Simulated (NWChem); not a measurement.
DMF (C₃H₇NO); SMILES CN(C)C=O

```xyz
12

C      0.7757    -1.5836    -0.0004
N      0.0241    -0.3451    -0.0003
C     -1.4263    -0.4271    -0.0014
C      0.6406     0.8747    -0.0001
O      0.0775     1.9567    -0.0006
H      1.8472    -1.3633     0.0023
H      0.5432    -2.1873     0.8874
H      0.5472    -2.1850    -0.8910
H     -1.8195     0.5902    -0.0010
H     -1.7847    -0.9584    -0.8930
H     -1.7860    -0.9604     0.8883
H      1.7444     0.7770     0.0008
```
Atoms are numbered in this order, from 1.

Level: B3LYP/6-31G* (spherical d) (NWChem), optimised geometry, unscaled harmonic frequencies. 

Q: List the harmonic frequencies with IR intensities, and the thermochemistry.

A: 
```json
[
 {"frequency (cm⁻¹)": "122", "IR intensity (km/mol)": "0.0"},
 {"frequency (cm⁻¹)": "179", "IR intensity (km/mol)": "0.2"},
 {"frequency (cm⁻¹)": "232", "IR intensity (km/mol)": "1.8"},
 {"frequency (cm⁻¹)": "323", "IR intensity (km/mol)": "11.8"},
 {"frequency (cm⁻¹)": "336", "IR intensity (km/mol)": "16.8"},
 {"frequency (cm⁻¹)": "395", "IR intensity (km/mol)": "1.6"},
 {"frequency (cm⁻¹)": "663", "IR intensity (km/mol)": "7.6"},
 {"frequency (cm⁻¹)": "883", "IR intensity (km/mol)": "1.7"},
 {"frequency (cm⁻¹)": "1020", "IR intensity (km/mol)": "0.5"},
 {"frequency (cm⁻¹)": "1094", "IR intensity (km/mol)": "2.7"},
 {"frequency (cm⁻¹)": "1108", "IR intensity (km/mol)": "117.1"},
 {"frequency (cm⁻¹)": "1142", "IR intensity (km/mol)": "0.0"},
 {"frequency (cm⁻¹)": "1190", "IR intensity (km/mol)": "2.2"},
 {"frequency (cm⁻¹)": "1294", "IR intensity (km/mol)": "39.4"},
 {"frequency (cm⁻¹)": "1430", "IR intensity (km/mol)": "80.7"},
 {"frequency (cm⁻¹)": "1451", "IR intensity (km/mol)": "17.1"},
 {"frequency (cm⁻¹)": "1456", "IR intensity (km/mol)": "8.5"},
 {"frequency (cm⁻¹)": "1493", "IR intensity (km/mol)": "7.7"},
 {"frequency (cm⁻¹)": "1505", "IR intensity (km/mol)": "3.7"},
 {"frequency (cm⁻¹)": "1528", "IR intensity (km/mol)": "14.0"},
 {"frequency (cm⁻¹)": "1533", "IR intensity (km/mol)": "15.3"},
 {"frequency (cm⁻¹)": "1566", "IR intensity (km/mol)": "14.8"},
 {"frequency (cm⁻¹)": "1806", "IR intensity (km/mol)": "396.7"},
 {"frequency (cm⁻¹)": "2965", "IR intensity (km/mol)": "99.6"},
 {"frequency (cm⁻¹)": "3026", "IR intensity (km/mol)": "47.7"},
 {"frequency (cm⁻¹)": "3036", "IR intensity (km/mol)": "58.0"},
 {"frequency (cm⁻¹)": "3073", "IR intensity (km/mol)": "50.5"},
 {"frequency (cm⁻¹)": "3082", "IR intensity (km/mol)": "26.5"},
 {"frequency (cm⁻¹)": "3133", "IR intensity (km/mol)": "18.4"},
 {"frequency (cm⁻¹)": "3177", "IR intensity (km/mol)": "1.1"}
]
```

```
Item                                                                               Result
-----------------------------------------------------------------------  ----------------
zero-point energy                                                           64.6 kcal/mol
thermal correction to the enthalpy at 298.15 K (with zero-point energy)     69.0 kcal/mol
heat capacity Cv                                                         19.8 cal/(mol K)
entropy at 298.15 K and 1 atm (symmetry number 1)                        76.0 cal/(mol K)
dipole moment                                                                      3.82 D
```

Rigid rotor and harmonic oscillator.
